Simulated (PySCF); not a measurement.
## Gd(BH4)3(H2O): from a saddle point downhill

PySCF 2.14.0, RKS PBE0, Gd lcecp-1-SVP with ECP53, B def2-SVP, H def2-SVP, O def2-SVP; non-relativistic Hamiltonian with scalar-relativistic core potentials where named; density fitting; no spin-orbit coupling. Relaxed within the symmetry of its start, the geometry (Cs) is

```xyz
19

Gd    0.0847   -0.0847    0.0582
B     1.2561    1.7988    1.1987
H     1.8569    2.6789    1.7644
H     1.6730    0.6540    1.5173
H     1.3731    1.8506   -0.0492
H     0.0332    1.7992    1.4515
B    -1.7988   -1.2561    1.1987
H    -2.6789   -1.8569    1.7644
H    -1.7992   -0.0332    1.4515
H    -1.8506   -1.3731   -0.0492
H    -0.6540   -1.6730    1.5173
B     1.3859   -1.3859   -1.6040
H     2.0130   -2.0130   -2.4217
H     0.6949   -2.1126   -0.8549
H     0.5777   -0.5777   -2.1272
H     2.1126   -0.6949   -0.8549
O    -1.4012    1.4012   -1.1570
H    -1.2484    2.3480   -1.2690
H    -2.3480    1.2484   -1.2690
```

and its lowest harmonic modes are -87, -40, 88, 92, 98, 119 cm⁻¹ (negative: unstable). It was moved along the lowest mode and relaxed again.

**Question.** Where does it end, and how much lower?

**Answer.** In C1, 0.002 eV lower, after 5 steps:
```xyz
19

Gd    0.0850   -0.0833    0.0593
B     1.2505    1.7972    1.2114
H     1.8484    2.6793    1.7773
H     1.7000    0.6566    1.4945
H     1.3333    1.8766   -0.0379
H     0.0351    1.7679    1.4968
B    -1.7983   -1.2608    1.1890
H    -2.6786   -1.8656    1.7503
H    -1.8239   -0.0332    1.4166
H    -1.8237   -1.4035   -0.0573
H    -0.6539   -1.6509    1.5384
B     1.3712   -1.3974   -1.6055
H     1.9860   -2.0395   -2.4209
H     0.8698   -2.1058   -0.7012
H     0.4046   -0.7685   -2.1066
H     2.0723   -0.5371   -1.0286
O    -1.3877    1.4110   -1.1583
H    -1.2545    2.3652   -1.2256
H    -2.3234    1.2400   -1.3255
```

**Question.** How do the contacts change?

**Answer.** 
```csv
contact,saddle (Å),end (Å)
Gd1–H4 (BH4),2.280,2.284
Gd1–H11 (BH4),2.280,2.278
Gd1–H15 (BH4),2.294,2.294
Gd1–O17 (H2O),2.428,2.426
```


No frequency check is given for the end, and other unstable modes may remain.

An lcecp potential fixes the number of 4f electrons, so in runs with it no electron can move into or out of that shell.

State: singlet in the valence, with the 4f electrons in the core potential.
